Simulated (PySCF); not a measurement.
# Computed vibrations of Sm(NO2)2

Sm(NO2)2 (singlet in the valence; each metal's 4f electrons, 6 of them, lie in its core potential, out of spins and levels). PySCF 2.14.0, RKS PBE0, Sm lcecp-0-SVP with ECP52, O def2-SVP, N def2-SVP; non-relativistic Hamiltonian with scalar-relativistic core potentials where named; density fitting; no spin-orbit coupling. Central differences of gradients.

```xyz
7

Sm    0.0000    0.0000    0.0000
O     0.7442    0.7442    2.2810
O    -0.7442   -0.7442    2.2810
N     0.0000    0.0000    2.9598
O     0.7442   -0.7442   -2.2810
O    -0.7442    0.7442   -2.2810
N     0.0000    0.0000   -2.9598
```

Run from Python with OMP_NUM_THREADS=2. Where DIIS fails, smearing, a level shift and second-order steps follow.
It took 57 s on 2 threads of Arm Neoverse V1, on a shared host.

Problem. What are the harmonic wavenumbers and infrared intensities?

Solution. Modes are labelled in D2d; negative numbers are unstable modes, those under 60 cm⁻¹ near the noise; a finer grid moves soft modes by up to 10 cm⁻¹.
| cm⁻¹ | km/mol | symmetry |
| --- | --- | --- |
| 20 | 25.5 | e |
| 20 | 25.5 | e |
| 56 | 0.0 | b1 |
| 126 | 2.7 | e |
| 126 | 2.7 | e |
| 228 | 0.0 | a1 |
| 264 | 0.2 | e |
| 264 | 0.2 | e |
| 273 | 94.2 | b2 |
| 856 | 51.2 | b2 |
| 868 | 0.0 | a1 |
| 1373 | 477.2 | e |
| 1373 | 477.2 | e |
| 1426 | 65.7 | b2 |
| 1427 | 0.0 | a1 |

Problem. Is this a minimum?

Solution. Yes, within the noise of the softest modes. Ideal gas at 298.15 K and 1 bar: S = 431.2 J/(mol K), Cp = 110.0 J/(mol K), H − H(0 K) = 25.8 kJ/mol (rigid rotor, harmonic modes, spin degeneracy alone, that of the 4f electrons in the core included; the modes under 60 cm⁻¹ make these uncertain).

An lcecp potential fixes the number of 4f electrons, so in runs with it no electron can move into or out of that shell.
